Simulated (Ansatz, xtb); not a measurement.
## C5H5FOS: which of two isomers lies lower

Structure X: `COc1cscc1F`, a singlet. Structure Y: `COc1cc(F)cs1`, a singlet. Both are isolated molecules in the gas phase, relaxed with PBE0-D3(BJ)/def2-SVP; the shapes shown needn't be the lowest conformers.

X (Å):

```xyz
13

C     1.9571    0.1523    1.8400
C     1.1307   -0.3888   -0.2717
C    -0.0570    0.2920   -0.1571
C     0.1624   -0.8433   -2.3558
C     1.2406   -1.0372   -1.5451
F     2.3084   -1.7502   -1.8651
O     2.1278   -0.5051    0.6146
S    -1.0162    0.1396   -1.5825
H     1.8482    1.2428    1.7005
H     2.8548   -0.0455    2.4385
H     1.0711   -0.2266    2.3805
H    -0.4222    0.8752    0.6846
H     0.0162   -1.2324   -3.3611
```

Y (Å):

```yaml
atoms:
  - { symbol: C, position_ang: [-0.4562, 0.3089, 1.6161] }
  - { symbol: C, position_ang: [0.7181, 0.2387, -0.3919] }
  - { symbol: C, position_ang: [1.5125, -0.8443, -0.1090] }
  - { symbol: C, position_ang: [2.3724, -1.1272, -1.2096] }
  - { symbol: C, position_ang: [2.2378, -0.2974, -2.2810] }
  - { symbol: F, position_ang: [3.2344, -2.1353, -1.1667] }
  - { symbol: O, position_ang: [-0.2185, 0.8434, 0.3380] }
  - { symbol: S, position_ang: [1.0197, 0.8926, -1.9705] }
  - { symbol: H, position_ang: [0.4514, 0.3553, 2.2424] }
  - { symbol: H, position_ang: [-0.7953, -0.7395, 1.5527] }
  - { symbol: H, position_ang: [-1.2446, 0.9189, 2.0730] }
  - { symbol: H, position_ang: [1.5061, -1.4205, 0.8141] }
  - { symbol: H, position_ang: [2.7815, -0.3219, -3.2221] }
```

Energies in hartree; the thermal terms are from GFN2-xTB frequencies at re-optimised GFN2-xTB minima (ideal gas, soft modes damped towards free rotors, one conformer each, 298.15 K, 1 atm) and include the zero-point energy:

```
                              X           Y
E, CCSD(T)/def2-SVP  −764.861523  −764.862146
    E, MP2/def2-SVP  −764.772751  −764.773172
  E, MP2/def2-TZVPP  −765.645330  −765.644446
  zero-point energy     0.088399     0.088282
       H(298 K) − E     0.097059     0.097007
       G(298 K) − E     0.055928     0.055645
```

Question: Correct the CCSD(T) difference for the basis set by the MP2 change, then work out ΔE, ΔE₀, ΔH and ΔG for X → Y in kJ/mol (1 Eh = 2625.50 kJ/mol) and the equilibrium ratio [Y]/[X].

Answer: 1. Differences Y − X: CCSD(T) −0.000623, MP2 in the small set −0.000421, MP2 in the large set +0.000884 Eh.
2. ΔE = −0.000623 + (+0.000884 − (−0.000421)) = +0.000682 Eh = +1.79 kJ/mol.
3. ΔE₀ = ΔE + ΔZPE = +0.000682 + (−0.000117) Eh = +1.48 kJ/mol.
4. ΔH = ΔE + (−0.000052) Eh = +1.65 kJ/mol.
5. ΔG = ΔE + (−0.000283) Eh = +1.05 kJ/mol, so ΔS = (ΔH − ΔG)/T = +2.0 J/(mol K).
6. kT = 0.9442 mEh, so K = [Y]/[X] = exp(−ΔG/kT) = exp(−0.42) ≈ 0.66.

The two are too close for this level to say which is favoured. An error of 4 kJ/mol in ΔG would change K by a factor of 5. Mirror images and further conformers aren't counted.

As drawn, both hold the same kinds of bond in the same numbers.

Other levels gave ΔE = −6.2 (GFN2-xTB); −14.2 (HF/STO-3G, GFN2-xTB geometries); −2.3 (r2SCAN-D4/def2-SVP, GFN2-xTB geometries); −2.0 (PBE0-D3(BJ)/def2-SVP); −4.7 (HF/def2-SVP); −1.1 (MP2/def2-SVP); −1.6 (CCSD(T)/def2-SVP) kJ/mol. The correlated steps freeze 12 core orbitals. Programs: Ansatz 0.2.0, xtb 6.7.1.
